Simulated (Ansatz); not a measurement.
`[AlH2][BH]O[SiH3]` + CH₃OH → `OCBO[SiH3]` + `[AlH3]`  (formal exchange of groups at a B–Al bond)

Gas-phase electronic energies from Ansatz, PBE0-D4/def2-TZVP geometries. CCSD(T)/CBS adds triple-zeta CCSD(T) − MP2 to the extrapolated MP2 energy (def2 sets, frozen cores). This one scheme is used for every species. Functionals use def2-TZVPP. B3LYP here is the variant with VWN-RPA as its local correlation; programs differ in this. Each species was taken in one conformer, which may not be the lowest.

`[AlH2][BH]O[SiH3]`:

```xyz
10

Al   -2.059   -0.670   -1.466
B    -0.536   -0.528    0.047
O     0.424    0.427   -0.046
Si    1.713    0.794    0.935
H    -3.437    0.124   -1.343
H    -1.879   -1.601   -2.749
H    -0.476   -1.270    1.008
H     1.744   -0.132    2.096
H     2.951    0.662    0.130
H     1.556    2.195    1.390
```

CH₃OH:

Z-matrix (Å, degrees):
```
C
O 1 1.409
H 1 1.097 2 112.4
H 1 1.090 2 107.0 3 -118.5
H 1 1.097 2 112.4 3 123.0
H 2 0.959 1 108.5 3 -61.6
```

`OCBO[SiH3]`:

```xyz
12

O     0.872    1.962    1.815
C     0.234    0.728    1.542
B     0.229    0.413    0.006
O    -0.361   -0.736   -0.402
Si   -0.568   -1.407   -1.899
H     0.854    2.116    2.761
H     0.726   -0.112    2.060
H    -0.811    0.719    1.897
H     0.728    1.154   -0.799
H     0.050   -0.545   -2.939
H     0.070   -2.745   -1.896
H    -2.023   -1.546   -2.146
```

`[AlH3]`:

```xyz
4

Al    0.000    0.000    0.000
H    -0.724   -0.728   -1.209
H    -0.723    1.191    0.756
H     1.448   -0.463    0.452
```

| level | ΔE (kcal/mol) | difference from CCSD(T)/CBS |
| --- | --- | --- |
| PBE-D4 | -7.9 | 1.7 |
| r2SCAN-D4 | -10.1 | -0.5 |
| PBE0-D4 | -8.8 | 0.8 |
| B3LYP-D4 | -9.7 | -0.1 |
| ωB97X-V | -10.2 | -0.6 |
| ωB97M-V | -11.2 | -1.6 |
| B2PLYP | -10.0 | -0.4 |
| PBE | -7.6 | 2.0 |
| r2SCAN | -10.0 | -0.4 |
| PBE0 | -8.7 | 0.9 |
| B3LYP | -9.4 | 0.2 |
| HF/def2-TZVPP | -11.4 | -1.8 |
| MP2/def2-TZVPP | -10.9 | -1.3 |
| SCS-MP2/def2-TZVPP | -10.5 | -0.9 |
| CCSD/def2-TZVPP | -9.9 | -0.3 |
| CCSD(T)/def2-TZVPP | -9.6 | 0.0 |
| HF/def2-QZVPP | -11.4 | -1.8 |
| MP2/def2-QZVPP | -10.9 | -1.3 |
| SCS-MP2/def2-QZVPP | -10.5 | -0.9 |
| HF/CBS(def2) | -11.4 | -1.8 |
| MP2/CBS(def2) | -10.9 | -1.3 |
| CCSD/CBS(def2) | -9.9 | -0.3 |
| CCSD(T)/CBS | -9.6 | 0 |

Largest T1 diagnostic among the species: 0.013.

From PBE to PBE0 (25 % exact exchange), in def2-TZVPP and without D4, ΔE moves by −1.0 kcal/mol.
